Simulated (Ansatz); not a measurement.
BrClFHOSi (`O[Si](F)(Cl)Br`), 6 atoms. The species carries charge 0 and has multiplicity 1. Correlated methods include outer-core shells of Br, which these sets cover unevenly. Scalar relativity is left out up to krypton. All runs use 4 threads of a server CPU on a shared host. Correlated methods freeze the cores.

Give the basis size and wall time and peak host memory of each of these runs in Ansatz. RHF-MP2/def2-QZVPP energy; RKS SPW92/def2-TZVPP energy; RKS ωB97M-V/def2-SVP energy; RKS HSE06-D4/def2-TZVPP energy; direct RPA on PBE orbitals/def2-TZVPP energy; RKS PBE0-D4/def2-TZVP relaxation (10 steps); RKS BLYP-D4/def2-TZVPP energy; RKS PBE0-D4/def2-QZVPP energy; RKS ωB97M-V/def2-QZVPP energy; RHF-CCSD(T)/def2-TZVPP energy; RKS PBE0-D4/def2-TZVP frequencies; RKS B97M-V/def2-TZVPP energy. (Best estimate.)

Computed: Other jobs shared the machine, so times are rough.

| level | job | functions | wall time | peak host memory (GiB) |
| --- | --- | --- | --- | --- |
| RKS SPW92/def2-TZVPP | energy | 208 | 1.2 s | 0.28 |
| RKS BLYP-D4/def2-TZVPP | energy | 208 | 2 s | 0.29 |
| RKS HSE06-D4/def2-TZVPP | energy | 208 | 3.6 s | 0.71 |
| direct RPA on PBE orbitals/def2-TZVPP | energy | 208 | 4.5 s | 0.42 |
| RKS ωB97M-V/def2-SVP | energy | 101 | 5.5 s | 0.32 |
| RKS B97M-V/def2-TZVPP | energy | 208 | 7 s | 0.37 |
| RKS PBE0-D4/def2-QZVPP | energy | 373 | 9 s | 1.5 |
| RHF-MP2/def2-QZVPP | energy | 373 | 17 s | 1.7 |
| RKS ωB97M-V/def2-QZVPP | energy | 373 | 20 s | 1.7 |
| RKS PBE0-D4/def2-TZVP | relaxation (10 steps) | 190 | 44 s | 0.6 |
| RKS PBE0-D4/def2-TZVP | frequencies | 190 | 110 s | 0.59 |
| RHF-CCSD(T)/def2-TZVPP | energy | 208 | 2.2 min | 2.9 |

HSE06 is defined as in plane-wave codes.
